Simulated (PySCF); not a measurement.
# CBr⁺ from Hartree–Fock to correlated methods

State: ¹Σ⁺ (singlet), closed shell. Set-up: C cc-pVDZ, Br cc-pVDZ-PP with ECP10; scalar-relativistic core potentials (PySCF 2.14). De refers to C⁺ + Br in their high-spin ground configurations, without counterpoise correction. A positive dipole points towards Br; it is taken about the centre of mass and depends on that origin.

```csv
Level,Re (Å),ωe (cm⁻¹),De (eV),μ (D)
RHF,1.681,1056,3.46,-0.80
RHF-MP2,1.696,1040,5.86,n/a
RHF-SCS-MP2,1.697,1032,5.60,n/a
RHF-CCSD,1.705,1001,5.40,n/a
RHF-CCSD(T),1.719,957,5.76,n/a
PBE,1.725,937,6.91,-0.40
revPBE,1.730,929,6.63,-0.45
BP86,1.728,927,6.78,-0.45
r²SCAN,1.710,970,6.44,-0.43
r²SCANh,1.703,990,6.21,-0.43
PBE0,1.700,1001,6.23,-0.40
```

(1) Which functional lies closest to RHF-CCSD(T) in De, which farthest, and by how much do they differ from it?

(2) What does second-order correlation do here, going from RHF to RHF-MP2?

(3) What does the triples do here, going from RHF-CCSD to RHF-CCSD(T)?

Correlated steps freeze 5 core orbitals. Correlated levels converge slowly with the basis: in double zeta they bind strong bonds too weakly, by up to about 1 eV, and carry superposition errors of some tenths. For an ion De counts to the pair picked by the measured ionisation energies or electron affinities, which need not be the lowest pair at this level. Where the molecule has an RHF reference, its open-shell atoms are computed with UHF. The CCSD T1 diagnostic is raised, a sign that a single reference may not be enough here.

The whole job (state search and all levels along the bond) took about 1 min on 1 thread of Oxide Virtual Turin-like (shared host), peak memory 0.42 GiB.

Answers

(1) Closest is r²SCANh (-1.6 pm in Re, +3.4 % in ωe, +0.45 eV in De against RHF-CCSD(T) in the same basis), farthest PBE (+0.6 pm in Re, -2.1 % in ωe, +1.15 eV in De). CCSD(T) converges more slowly with the basis than the functionals do and binds too weakly in this one, so the order can change at the basis-set limit.

(2) RHF-MP2 less RHF: +1.5 pm in Re, -1.5 % in ωe, +2.40 eV in De. Correlation nearly always deepens the well. The bond lengthens, as in strong covalent bonds, where excitations into antibonding orbitals dominate.

(3) RHF-CCSD(T) less RHF-CCSD: +1.4 pm in Re, -4.4 % in ωe, +0.36 eV in De. Correlation nearly always deepens the well. The bond lengthens, as in strong covalent bonds, where excitations into antibonding orbitals dominate.
